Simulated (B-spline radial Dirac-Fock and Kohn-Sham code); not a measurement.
## Two-hole binding energies of Os⁵⁹⁺

System: Os⁵⁹⁺ in the configuration [Ne] 3s2 3p5.

Input of the calculation (task.json; shells as n, l, electrons):

```json
{"items": [{
  "Z": 76,
  "q": 59,
  "cfg": [[1, 0, 2], [2, 0, 2], [2, 1, 6], [3, 0, 2], [3, 1, 5]],
  "A": 192,
  "rrms": 5.4126,
  "do": ["binding", "quiet", "double"]
}]}
```

Command: `python xray_run.py task.json out`

These are calculated numbers from a B-spline atomic structure program; the model is Dirac-Fock ΔSCF + Breit + QED. U is the two-hole binding energy less the two single-hole energies, the effective repulsion of the holes after relaxation. Each two-hole energy is an average over J within one jj subconfiguration.

```tsv
holes	E(a) (eV)	E(b) (eV)	E(ab) (eV)	U (eV)
1s⁻²	78478.4	78478.4	158519.1	1562.3
1s⁻¹ 2p1/2⁻¹	78478.4	16868.0	?	?
2s⁻²	17412.6	17412.6	35149.6	324.4
2s⁻¹ 2p1/2⁻¹	17412.6	16868.0	34596.8	316.1
2p1/2⁻²	16868.0	16868.0	34134.4	398.3
2p1/2⁻¹ 3s⁻¹	16868.0	6856.4	23897.5	173.1
```

Question: Give the missing two-hole energy and U.

Answer: E(ab) = 95883.2 eV and U = 536.8 eV.
